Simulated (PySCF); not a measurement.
This PySCF input asks for the NMR shieldings of `Sc1coc2ccccc12`, C$_{8}$H$_{6}$OS; the geometry comes from GFN2-xTB.

```python
import basis_set_exchange as bse
import numpy as np
from pyscf import gto, dft
from pyscf.prop import nmr

atoms = """
S     3.226421    0.849706   -0.418695
C     1.845845   -0.208565   -0.194522
C     1.883462   -1.564259   -0.112645
O     0.648643   -2.097500    0.061373
C    -0.217845   -1.060550    0.092504
C    -1.594661   -1.112351    0.250163
C    -2.274653    0.088456    0.250011
C    -1.608312    1.305773    0.097365
C    -0.240815    1.360303   -0.059560
C     0.466924    0.162034   -0.062676
H     2.510644    1.972112   -0.413380
H     2.708828   -2.245923   -0.162562
H    -2.101438   -2.056804    0.366273
H    -3.347100    0.088350    0.370262
H    -2.180311    2.221230    0.102936
H     0.266769    2.306931   -0.178258
"""
names = dict.fromkeys(["S", "C", "O", "H"], "pcSseg-1")
basis = {el: gto.basis.parse(bse.get_basis(n, elements=[el], fmt="nwchem")) for el, n in names.items()}
mol = gto.M(atom=atoms, basis=basis, charge=0, verbose=0)
mf = dft.RKS(mol, xc="PBE0")
mf.grids.level = 2
mf.grids.alignment = dft.numint.BLKSIZE   # the property module wants whole blocks of grid points
mf.conv_tol = 1e-9
mf.kernel()

calc = nmr.RKS(mf)   # GIAO
C = mf.mo_coeff
Co = C[:, mf.mo_occ > 0]
resp = mf.gen_response(singlet=True, hermi=2)
def vind(x):   # induced exchange potential for any number of trial vectors
    d = np.einsum("pi,xij,qj->xpq", C, 2 * x.reshape(-1, C.shape[1], Co.shape[1]), Co, optimize=True)
    return np.einsum("xpq,pi,qj->xij", resp(d - d.transpose(0, 2, 1)), C, Co, optimize=True).ravel()
mo1, _ = nmr.rhf.solve_mo1(calc, with_cphf=vind)
sigma = calc.kernel(mo1)
for i, s in enumerate(sigma):   # ppm
    print("%2d %-2s %9.2f" % (i, mol.atom_pure_symbol(i), np.trace(s) / 3))
```

Q: Give the expected output.

A: 
```
 0 S     608.39
 1 C      68.38
 2 C      42.00
 3 O      81.02
 4 C      26.00
 5 C      69.51
 6 C      57.96
 7 C      59.47
 8 C      64.82
 9 C      54.78
10 H      28.01
11 H      24.16
12 H      23.99
13 H      24.06
14 H      24.09
15 H      24.03
```

These numbers come from an equivalent density-fitted implementation of the same equations, which agrees with the script to about 0.01 ppm for H and up to a few tenths of a ppm for heavy atoms, so last digits may differ.

Q: Turn these shieldings into chemical shifts. Referencing at the same level of theory: CS2 for 33S (σref 503.73); 13C (σref 186.93) and 1H (σref 31.72) vs TMS; 17O (σref 336.08) against H2O.

A: Averaging equivalent atoms: S 0: -105; C 4: 160.9; C 2: 144.9; C 9: 132.1; C 6: 129.0; C 7: 127.5; C 8: 122.1; C 1: 118.5; C 5: 117.4; O 3: 255.1; H 12: 7.73; H 15: 7.69; H 13: 7.65; H 14: 7.63; H 11: 7.56; H 10: 3.70 ppm. Unscaled 17O shifts of doubly bonded oxygen tend to come out too high, by tens of ppm or more. Experimental scales use liquid or dissolved standards, which lie at an offset from isolated H2O (liquid H2O: subtract about 36 ppm).

Size and cost of the density-fitted run: 207 basis functions, 39 s wall time on 1 thread of an Intel Xeon Platinum 8375C, shared host; peak memory 0.92 GiB.
